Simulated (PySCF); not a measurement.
Adding and removing an electron: CdI

PBE0; basis Cd def2-SVP with ECP28, I def2-SVP with ECP28; scalar-relativistic core potentials; PySCF 2.14. Neutral (UKS): doublet (σ ↑), Re = 2.706 Å, ωe = 171 cm⁻¹, De = 1.29 eV, HOMO -6.26 eV, LUMO -3.81 eV.

CdI⁺ (UKS): singlet (closed shell), Re = 2.569 Å, ωe = 218 cm⁻¹, De = 1.87 eV to Cd⁺ + I. The energies at the minima are -465.46573 hartree for CdI and -465.16353 for CdI⁺.

Q: Work out the adiabatic ionisation energy, without and with harmonic zero-point energies (1 hartree = 27.2114 eV, 1 eV = 8065.5 cm⁻¹), and the change of the bond length.

A: At PBE0: 0.30220 hartree = 8.223 eV between the minima; the zero-point term (218.0 − 171.0)/2 cm⁻¹ = +0.003 eV makes it 8.226 eV. Re changes by -13.7 pm against the neutral. The electron leaves a σ orbital; in so polar a molecule the change of length follows mostly from the change of the ionic charges.

Spin–orbit coupling is left out, which matters for elements this heavy, above all for dissociation energies. For an ion De counts to the pair picked by the measured ionisation energies or electron affinities, which need not be the lowest pair at this level. States were picked by a PBE0 search and need not be the measured ground states.
